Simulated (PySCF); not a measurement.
# From computed data to an observable: refractive index and permittivity of the vapour

C2Fe, SMILES [C]1[C][Fe]1, multiplicity 5.

Coordinates come from a B3LYP-D3(BJ)/def2-TZVP optimisation. The multiplicity is an assumed one; other spin states were not compared.

PBE/def2-TZVPD (PySCF) gives a mean static polarisability of 53.8 bohr³ and a dipole moment of 5.47 D. Take an ideal gas at 298.15 K and 0.01 bar, whether or not the substance is that volatile.

**Question.** Work out n − 1 in the optical limit and the static ε − 1.

**Answer.** 
Polarisability volume α' = 53.8 × 0.148185 = 7.97 Å³. Number density N = p/kT = 2.43e-7 Å⁻³.
Dilute limit of Lorentz–Lorenz: n − 1 = 2π N α' = 1.2e-5.
Orientation term of Debye: μ²/(3kT) = 8.098 Å³ × μ²(D²) = 242.29 Å³.
ε − 1 = 4π N (α' + μ²/3kT) = 0.00076. Orientation of the dipole supplies 97 % of the static response; it can't follow optical fields. Vibrational polarisation and dispersion are left out.
